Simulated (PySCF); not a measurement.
C4H5, doublet (typed; the unrestricted solution is spin-contaminated), at a GFN2-xTB geometry; PySCF with CCSD/3-21G.

PySCF was given this input:
```python
from pyscf import gto, scf, cc

mol = gto.Mole()
mol.atom = '''
    C    -0.016699   -0.144733    2.054516
    C    -0.005726   -0.050217    0.705697
    C     0.004207    0.034133   -0.513104
    C     0.015858    0.137252   -1.950679
    H    -0.945061   -0.199820    2.594000
    H     0.902734   -0.165853    2.611411
    H    -0.000598    1.187288   -2.252760
    H     0.917223   -0.323779   -2.357243
    H    -0.860138   -0.356451   -2.373990
'''
mol.basis = '3-21g'
mol.charge = 0
mol.spin = 1
mol.verbose = 5
mol.cart = True
mol.build()

mf = scf.UHF(mol)
mf.kernel()

mycc = cc.CCSD(mf)
mycc.kernel()
print('E(CCSD) = %.10f' % mycc.e_tot)
```

### Question
Predict the main parts of the log of this PySCF run.

### Answer

```
PySCF version 2.14.0

[INPUT] verbose = 5
[INPUT] max_memory = 4000
[INPUT] num. atoms = 9
[INPUT] num. electrons = 29
[INPUT] charge = 0
[INPUT] spin (= nelec alpha-beta = 2S) = 1
[INPUT] symmetry False subgroup None
[INPUT] Mole.unit = angstrom
[INPUT] Cartesian GTO integrals (6d 10f)
[INPUT] Symbol           X                Y                Z      unit          X                Y                Z       unit  Magmom
[...]
[INPUT] ---------------- BASIS SET ----------------
[INPUT] l, kappa, [nprim/nctr], expnt,             c_1 c_2 ...
[INPUT] H
[...]
                                0.824547          0.904691
[...]
[INPUT] C
[...]
                                25.9109           0.358794
                                5.53335           0.700713
[...]
                                0.770545          1.21584
[...]
                                0.770545          0.860619
[...]
nuclear repulsion = 94.5882189308934
number of shells = 30
number of NR pGTOs = 75
number of NR cGTOs = 46
basis = 3-21g
ecp = {}

******** <class 'pyscf.scf.uhf.UHF'> ********
method = UHF
initial guess = minao
damping factor = 0
level_shift factor = 0
DIIS = <class 'pyscf.scf.diis.CDIIS'>
diis_start_cycle = 1
diis_space = 8
diis_damp = 0
SCF conv_tol = 1e-09
SCF conv_tol_grad = None
SCF max_cycles = 50
direct_scf = True
direct_scf_tol = 1e-13
number electrons alpha = 15  beta = 14
Set gradient conv threshold to 3.16228e-05
E1 = -391.1638914139813  E2 = 142.42816191524685  Ecoul = 165.15104981215174  Exc = -22.722887896904894
init E= -154.147510567841
cond(S) = 6534.982235808363

  alpha mo_energy =
[-11.26701753 -11.25617963 -11.2532453  -11.24664217  -1.48277716
  -1.29763473  -1.04479323  -0.6313521   -0.54164732  -0.51299054
  -0.5033073   -0.48979676  -0.33495862  -0.24909498  -0.10338582
   0.11569049   0.19197863   0.20684036   0.23137283   0.29965237
   0.3188563    0.32206203   0.37335499   0.46365797   0.63373209
   0.84618876   0.89707531   0.89817026   0.96262641   0.98702096
   1.02550357   1.0697014    1.07334485   1.16178656   1.19734957
   1.2418181    1.27485707   1.27545213   1.28890719   1.38264987
   1.41002227   1.52761208   1.58089965   1.84749368   2.25070421
   2.37164062]
  beta  mo_energy =
[-11.26701753 -11.25617963 -11.2532453  -11.24664217  -1.48277716
  -1.29763473  -1.04479323  -0.6313521   -0.54164732  -0.51299054
  -0.5033073   -0.48979676  -0.33495862  -0.24909498  -0.10338582
   0.11569049   0.19197863   0.20684036   0.23137283   0.29965237
[...]
   0.40774705   0.43183047   0.43559465   0.53779101   0.68812862
   0.90124617   0.94528142   0.97146941   1.02307091   1.03148737
   1.11613482   1.12728274   1.14193813   1.23905709   1.27910469
   1.30697219   1.33843534   1.34685639   1.37677094   1.4587646
   1.47177314   1.60481907   1.66630618   1.93153241   2.31580567
   2.44976431]
multiplicity <S^2> = 0.96785527  2S+1 = 2.2071296
E1 = -392.5837718019341  E2 = 144.55452042580737  Ecoul = 166.97116225155042  Exc = -22.416641825743056
Extra cycle  E= -153.441032445233  delta_E= -7.74e-11  |g|= 4.22e-06  |ddm|= 1.23e-05
converged SCF energy = -153.441032445233  <S^2> = 0.96785527  2S+1 = 2.2071296

******** <class 'pyscf.cc.uccsd.UCCSD'> ********
CC2 = 0
CCSD nocc = (np.int64(15), np.int64(14)), nmo = (46, 46)
max_cycle = 50
direct = 0
conv_tol = 1e-07
conv_tol_normt = 1e-06
diis_space = 6
diis_start_cycle = 0
diis_start_energy_diff = 1e+09
Init t2, MP2 energy = -0.322946370973768
Init E_corr(UCCSD) = -0.322946370996741
cycle = 1  E_corr(UCCSD) = -0.344909295817383  dE = -0.0219629248  norm(t1,t2) = 0.0987736
cycle = 2  E_corr(UCCSD) = -0.358728211277089  dE = -0.0138189155  norm(t1,t2) = 0.0480291
cycle = 3  E_corr(UCCSD) = -0.369772528556882  dE = -0.0110443173  norm(t1,t2) = 0.0323567
cycle = 4  E_corr(UCCSD) = -0.371989486189421  dE = -0.00221695763  norm(t1,t2) = 0.0112473
cycle = 5  E_corr(UCCSD) = -0.371499373724404  dE = 0.000490112465  norm(t1,t2) = 0.00488212
cycle = 6  E_corr(UCCSD) = -0.371570222255113  dE = -7.08485307e-05  norm(t1,t2) = 0.0012565
cycle = 7  E_corr(UCCSD) = -0.371593144028313  dE = -2.29217732e-05  norm(t1,t2) = 0.000509048
cycle = 8  E_corr(UCCSD) = -0.371586738483658  dE = 6.40554466e-06  norm(t1,t2) = 0.000212072
cycle = 9  E_corr(UCCSD) = -0.371589900837092  dE = -3.16235343e-06  norm(t1,t2) = 0.000105095
cycle = 10  E_corr(UCCSD) = -0.371590539284806  dE = -6.38447715e-07  norm(t1,t2) = 3.69477e-05
cycle = 11  E_corr(UCCSD) = -0.371590175210815  dE = 3.64073991e-07  norm(t1,t2) = 1.571e-05
cycle = 12  E_corr(UCCSD) = -0.371589498104032  dE = 6.77106783e-07  norm(t1,t2) = 7.25369e-06
cycle = 13  E_corr(UCCSD) = -0.371588910186021  dE = 5.87918011e-07  norm(t1,t2) = 4.05701e-06
cycle = 14  E_corr(UCCSD) = -0.371588686460763  dE = 2.23725258e-07  norm(t1,t2) = 1.99679e-06
cycle = 15  E_corr(UCCSD) = -0.371588640703932  dE = 4.57568305e-08  norm(t1,t2) = 9.10284e-07
UCCSD converged
E(UCCSD) = -153.8126210859373  E_corr = -0.3715886407039322
E(CCSD) = -153.8126210859
```
